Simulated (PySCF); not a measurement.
Heteronuclear NMR

Mapped SMILES: `[F:1][C:2]1([SiH3:3])[CH2:4][CH2:5][CH2:6]1` (H(Xn): hydrogen on atom n).

Theory: shieldings: GIAO PBE0/pcSseg-1, coordinates at the GFN2-xTB level, in PySCF (no relativistic terms, no solvent model, one computed conformer, rapidly exchanging positions averaged).

(1) What are the $^{19}$F shifts?

(2) Predict the $^{29}$Si NMR data.

Results:

(1) 
| atoms | environment | σ (ppm) | δ (ppm) |
| --- | --- | --- | --- |
| F1 | fluorine on an sp3 carbon | 338.4 | -144.7 |

Shieldings were converted by a linear fit to measured shifts: $^{19}$F: δ = 146.13 − 0.903σ +14.6 on sp3 carbon (rms 6.0 ppm, 223 shifts, 7.0 ppm with the 5 outliers that the fit left out vs CFCl3, solution or neat liquid). A few per cent of atoms miss by over 2 rms, more outside the fitted compound classes.

On a 500 MHz spectrometer $^{19}$F resonates near 470.5 MHz, so 1 ppm is 470.5 Hz.

(2) 
| atoms | environment | σ (ppm) | δ (ppm) |
| --- | --- | --- | --- |
| Si3 | silicon bonded to C, 3 H | 417.7 | -63.4 |

Shieldings were converted by a linear fit to measured shifts: $^{29}$Si: δ = 279.94 − 0.822σ (rms 8.9 ppm, 72 shifts, 25.8 ppm with the 6 outliers that the fit left out vs TMS, solution or neat liquid). Occasional misses reach two or three times the rms, and more in compound classes unlike the fitted ones.

On a 400 MHz spectrometer $^{29}$Si resonates near 79.5 MHz, so 1 ppm is 79.5 Hz.
